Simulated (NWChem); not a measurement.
# BH₂Cl; SMILES ClB

```xyz
4

B      0.0000     0.0000     1.1808
H      0.0000    -1.0495     1.7419
H      0.0000     1.0495     1.7419
Cl     0.0000     0.0000    -0.5522
```
Atoms are numbered in this order, from 1.

All runs: NWChem. Coordinates come from a PBE0-D3(BJ)/def2-TZVP optimisation. Ions are spin-unrestricted doublets at the neutral geometry; other ion states weren't tried. Functional: LC-ωPBE (HJS hole) with def2-SVP; rows give the range parameter ω in 1/bohr.

| range parameter (1/bohr) | vertical ionisation energy, ΔSCF (eV) | −ε(HOMO) (eV) | ΔSCF minus −ε(HOMO) (eV) |
|---|---|---|---|
| 0.30 | 11.44 | 10.72 | 0.72 |
| 0.35 | 11.54 | 11.07 | 0.47 |
| 0.40 | 11.63 | 11.37 | 0.26 |
| 0.50 | 11.77 | 11.83 | -0.06 |
| 0.80 | 11.95 | 12.53 | -0.58 |
